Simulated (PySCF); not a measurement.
CH5ClFNSi.

```xyz
10

N     -2.4950     0.1603     0.8010
C     -1.4577    -0.5964     0.1092
Si     0.2441     0.1420     0.3436
F      0.1645     1.6845    -0.1631
Cl     1.6845    -0.8167    -0.7737
H     -2.3427     0.1678     1.8077
H     -2.5011     1.1316     0.4955
H     -1.6868    -0.6434    -0.9696
H     -1.4685    -1.6461     0.4493
H      0.6750     0.1831     1.7652
```
Charge 0, spin multiplicity 1.

Geometry optimised at PBE0-D3(BJ)/def2-SVP. The structure was generated by enumeration; whether it is a known compound was not checked. Other conformers were not sampled.

Computed with PBE/pcSseg-1 run with PySCF. Non-relativistic, no solvent.

Computed absolute GIAO shielding of each atom: isotropic value and principal components (ppm):
```csv
atom,σ(iso),σ11,σ22,σ33,span
N1,248.1,201.2,252.8,290.3,89.1
C2,142.7,118.9,136.2,173.1,54.2
Si3,327.0,286.0,325.0,370.0,84.0
F4,334.9,284.6,351.8,368.3,83.7
Cl5,856.7,710.5,874.4,985.3,274.8
H6,31.3,24.6,28.7,40.8,16.3
H7,31.0,24.0,29.2,39.9,15.9
H8,28.5,23.7,29.1,32.8,9.1
H9,28.9,24.0,29.2,33.3,9.3
H10,25.9,22.6,23.6,31.4,8.8
```
